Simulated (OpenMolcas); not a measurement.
**Multiconfigurational calculation on Kr3+**

Input:

```
&GATEWAY
Coord
1

Kr 0.0 0.0 0.0
Basis=ANO-RCC-VQZP
Group=XYZ
NoMove
AngMom=0.0 0.0 0.0
AMFI
&SEWARD
Relativistic=R04O02
&RASSCF
FileOrb=start.orb
Symmetry=2
Spin=4
nActEl=5 0 0
Inactive=8 6
Ras2=1 3
CIRoot=1 1 1
SDav=1
CIMx=300
Iter=120 100
PrWF=0.3
OrbListing=Nothing
MaxOrb=0
Atom
>>> COPY $Project.JobIph JOB001
&RASSCF
FileOrb=start.orb
Symmetry=2
Spin=2
nActEl=5 0 0
Inactive=8 6
Ras2=1 3
CIRoot=8 8 1
SDav=11
CIMx=300
Iter=120 100
PrWF=0.3
OrbListing=Nothing
MaxOrb=0
Atom
>>> COPY $Project.JobIph JOB002
&RASSCF
FileOrb=start.orb
Symmetry=1
Spin=4
nActEl=5 0 0
Inactive=8 6
Ras2=1 3
CIRoot=3 3 1
SDav=3
CIMx=300
Iter=120 100
PrWF=0.3
OrbListing=Nothing
MaxOrb=0
Atom
>>> COPY $Project.JobIph JOB003
&RASSCF
FileOrb=start.orb
Symmetry=1
Spin=2
nActEl=5 0 0
Inactive=8 6
Ras2=1 3
CIRoot=9 9 1
SDav=9
CIMx=300
Iter=120 100
PrWF=0.3
OrbListing=Nothing
MaxOrb=0
Atom
>>> COPY $Project.JobIph JOB004
&RASSI
NrOfJobIphs=4 1 8 3 9
1
1 2 3 4 5 6 7 8
1 2 3
1 2 3 4 5 6 7 8 9
IphNames
JOB001
JOB002
JOB003
JOB004
EJob
SpinOrbit
DIPRint=1.0
SOCoupling=1000.0
Subsets=2
MEES
Property=10
'ANGMOM' 1 'ANGMOM' 2 'ANGMOM' 3 'MLTPL  1' 1 'MLTPL  1' 2 'MLTPL  1' 3
'AMFI' 1 'AMFI' 2 'AMFI' 3 'MLTPL  2' 6
SOProperty=3
'ANGMOM' 1 'ANGMOM' 2 'ANGMOM' 3
```

Launched by
```bash
OMP_NUM_THREADS=1 MOLCAS_MEM=2252 MOLCAS_PROJECT=a pymolcas a.inp > a.log  # once for each step of the input, in one work folder
```

A driver script runs the steps one by one and writes start.orb anew before each from the orbitals found so far.

Output, cut to the results:

```
--- SEWARD ---
Basis set label: KR.ANO-RCC...7S6P4D2F1G.

      Electronic valence basis set:
      ------------------
      Associated Effective Charge  36.000000 au
      Associated Actual Charge     36.000000 au
      Nuclear Model: Point charge

      Shell  nPrim  nBasis  Cartesian Spherical Contaminant
         s      20       7        X
         p      17       6        X
         d      11       4                 X
         f       4       2                 X
         g       2       1                 X
Relativistic=R04O02
                  Relativistic Douglas-Kroll-Hess integrals:
                    - DKH order of Hamiltonian: 4
                    - DKH order of Properties : 2
--- RASSCF ---
Wave function specifications:
      -----------------------------

      Number of closed shell electrons          28
      Number of electrons in active shells       5
      Max number of holes in RAS1 space          0
      Max nr of electrons in RAS3 space          0
      Number of inactive orbitals               14
      Number of active orbitals                  4
      Number of secondary orbitals              50
      Spin quantum number                      1.5
      State symmetry                             2
Orbital specifications:
      -----------------------

      Symmetry species                           1   2
                                                ag  au
      Frozen orbitals                            0   0
      Inactive orbitals                          8   6
      Active orbitals                            1   3
      RAS1 orbitals                              0   0
      RAS2 orbitals                              1   3
      RAS3 orbitals                              0   0
      Secondary orbitals                        27  23
      Deleted orbitals                           0   0
      Number of basis functions                 36  32
      Number of CSFs                             1
      Number of root(s) required                 1
      Iter CI   SX   CI       RASSCF       Energy    max ROT     max BLB   max BLB  Level Ln srch  Step   QN
          iter iter root      energy       change     param      element    value   shift minimum  type update
 Nr of preliminary CI iterations:   1
 ###############################################################################
 ###############################################################################
 ###                                                                         ###
 ###                                                                         ###
 ###    WARNING: Problems in orbital optimization.                           ###
 ###                                                                         ###
 ###                                                                         ###
 ###############################################################################
 ###############################################################################
  Warning: In symmetry  1, orbital p=   9 has diagonal density matrix element D(p,p) close to two. (2 - D(p,p))=  0.000000E+00
      Total energies have been shifted. Add                -2000.00 au
        ...
 ###############################################################################
 ###############################################################################
  Warning: In symmetry  1, orbital p=   9 has diagonal density matrix element D(p,p) close to two. (2 - D(p,p))=  0.000000E+00
        4   1    1    1  -785.67707893   -9.09E-13   0.00E+00    9  10 1  7.21E-08   0.50   0.00    SX    NO
      Convergence after  4 iterations
        5   1    1    1  -785.67707893    2.27E-12   0.00E+00    9  10 1  7.21E-08   0.50   0.00    SX    NO
      Natural orbitals and occupation numbers for root  1
      sym 1:   2.000000
      sym 2:   1.000000   1.000000   1.000000
::    RASSCF root number  1 Total energy:  -2785.67707893
--- RASSCF ---
Wave function specifications:
      -----------------------------

      Number of closed shell electrons          28
      Number of electrons in active shells       5
      Max number of holes in RAS1 space          0
      Max nr of electrons in RAS3 space          0
      Number of inactive orbitals               14
      Number of active orbitals                  4
      Number of secondary orbitals              50
      Spin quantum number                      0.5
      State symmetry                             2
Orbital specifications:
...
--- RASSI ---
SPIN-FREE ENERGIES:
  (Shifted by EMIN (a.u.) =      -2785.6770789295)

 SF State       Relative EMIN(au)   Rel lowest level(eV)    D:o, cm**(-1)      L_eff

     1             0.0000000000        0.0000000000              0.0000         0.0
     2             0.1038185735        2.8250473029          22785.5431         2.0
     3             0.1038185735        2.8250473029          22785.5431         2.0
     4             0.1038185735        2.8250473029          22785.5431         2.0
     5             0.1038185735        2.8250473029          22785.5431         2.0
     6             0.1038185735        2.8250473029          22785.5431         2.0
     7             0.1478022869        4.0219051159          32438.8524         1.0
     8             0.1478022869        4.0219051159          32438.8524         1.0
     9             0.1478022869        4.0219051159          32438.8524         1.0
    10             0.5731853884       15.5971689945         125799.6518         1.0
    11             0.5731853884       15.5971689945         125799.6518         1.0
    12             0.5731853884       15.5971689945         125799.6518         1.0
    13             0.7716666712       20.9981198425         169361.2582         2.0
    14             0.7716666712       20.9981198425         169361.2582         2.0
    15             0.7716666712       20.9981198425         169361.2582         2.0
    16             0.7716666712       20.9981198425         169361.2582         2.0
    17             0.7716666712       20.9981198425         169361.2582         2.0
    18             0.8743300863       23.7917336846         191893.2734         0.0
    19             0.9596462704       26.1133053239         210618.0114         1.0
    20             0.9596462704       26.1133053239         210618.0114         1.0
    21             0.9596462704       26.1133053239         210618.0114         1.0
     Dipole printing threshold changed to   1.00000000E+00

...
```

Levels above the lowest, from the spin-orbit matrix, grouped by J:

```
Configuration  Term    J  E (cm⁻¹)  Measured (cm⁻¹)      g  Term weight %
      4s² 4p³   ⁴S°  3/2       0.0              0.0  1.991             98
      4s² 4p³   ²D°  3/2     21591            17038  0.871             87
      4s² 4p³   ²D°  5/2     23302            18700  1.200            100
      4s² 4p³   ²P°  1/2     33030            31056  0.666            100
      4s² 4p³   ²P°  3/2     35145            33406  1.274             86
       4s 4p⁴    ⁴P  5/2    124078           118762  1.600            100
       4s 4p⁴    ⁴P  3/2    127621           122426  1.734            100
       4s 4p⁴    ⁴P  1/2    129379           124110  2.667             99
       4s 4p⁴    ²D  3/2    169743           145773  0.803             99
       4s 4p⁴    ²D  5/2    170061           146645  1.202            100
       4s 4p⁴    ²S  1/2    192230           173952  1.974             97
       4s 4p⁴    ²P  3/2    209971           205400  1.332            100
       4s 4p⁴    ²P  1/2    214401                   0.698             98
```

Against the 11 measured excited levels shown (Saloman, J. Phys. Chem. Ref. Data 36, 215 (2007)) the mean absolute deviation is 9000 cm-1; the largest miss in energy is 4s 4p⁴ ²D_3/2: computed 169743, measured 145773 cm⁻¹ (+16.4 %), and the largest in proportion 4s² 4p³ ²D°_3/2 (+26.7 %).

Terms of s pⁿ other than that of highest spin mix with s² pⁿ⁻² d, which this space lacks; all of them can be thousands of cm-1 off, and some have no real level of that name. Computed and measured levels are paired by configuration, term and J; levels that our copy of the source lacks, or whose pairing is in doubt (as where it misses far off the trend of its configuration), stay unpaired and out of the deviations. Levels of configurations outside the active space are missing. The first state left out of the spin-orbit step lies near 330000 cm-1 above the lowest spin-free state of the reference (among the parities and spins computed), and the list stops at four fifths of that energy or lower.

The term weight is that of the spin-free term in the level, not the purity of its configuration. ° marks odd parity.
